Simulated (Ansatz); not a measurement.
Reaction (cleavage of the Si–Ga bond): `[SiH3][GaH2]` + `[OH][Mg][OH]` → `[OH][Mg][O][SiH3]` + `[GaH3]`

Calculated with Ansatz (gas phase, PBE0-D4/def2-TZVP geometries, no zero-point term in ΔE). CCSD(T)/CBS is the MP2 limit (def2-TZVPP, def2-QZVPP) plus CCSD(T) − MP2 in def2-TZVPP, frozen cores. DFT in def2-TZVPP. For Ga, Mg outer-core shells are correlated without core-valence functions, which leaves a few kJ/mol of doubt a bond. Scalar relativity is left out up to krypton. Each species was taken in one conformer, which may not be the lowest.

`[SiH3][GaH2]`:

Cartesian coordinates in Å:
```
Si 0.419 0.903 -0.285
Ga -0.592 -1.189 0.372
H 0.378 1.901 0.820
H -0.226 1.510 -1.481
H 1.854 0.665 -0.617
H -0.326 -1.783 1.804
H -1.506 -2.007 -0.613
```

`[OH][Mg][OH]`:

Cartesian coordinates in Å:
```
O -0.969 -0.806 -1.237
Mg -0.002 -0.001 0.002
O 0.961 0.801 1.247
H -1.672 -0.886 -1.868
H 1.681 0.892 1.857
```

`[OH][Mg][O][SiH3]`:

```xyz
8

O    -1.273    2.543   -1.731
Mg   -0.583    1.211   -0.821
O     0.063   -0.171    0.114
Si    0.647   -1.415    0.955
H    -1.389    3.337   -2.235
H     1.636   -2.197    0.156
H     1.338   -0.956    2.196
H    -0.439   -2.353    1.367
```

`[GaH3]`:

Cartesian coordinates in Å:
```
Ga -0.001 0.000 0.000
H -0.284 1.542 -0.021
H 0.887 -0.619 1.136
H -0.602 -0.924 -1.115
```

```
         level  ΔE (kJ/mol)
       BLYP-D4        -94.8
    r2SCANh-D4       -101.1
      PBE-QIDH       -102.7
MP2/def2-TZVPP       -111.6
```

Problem. What does CCSD(T)/CBS give? (An estimate is asked.)

Solution. Ansatz gave: -104.2 kJ/mol. The listed levels differ from it by 9.4, 3.1, 1.5, -7.4 kJ/mol.

Largest T1 diagnostic among the species: 0.013.

From PBE to PBE0 (25 % exact exchange), in def2-TZVPP and without D4, ΔE moves by −9.4 kJ/mol. Leaving LDA and LC-ωPBE aside and taking each functional with its dispersion term where it has one, the values, not all of them listed here, spread over 33.2 kJ/mol, from BHLYP-D4 to PBE-D4. LDA lies −3.1 kJ/mol from PBE without D4. In def2-TZVPP, CCSD(T) changes the Hartree–Fock value by +25.7 kJ/mol (the triples alone add +2.7 kJ/mol) and MP2 by +20.0 kJ/mol.
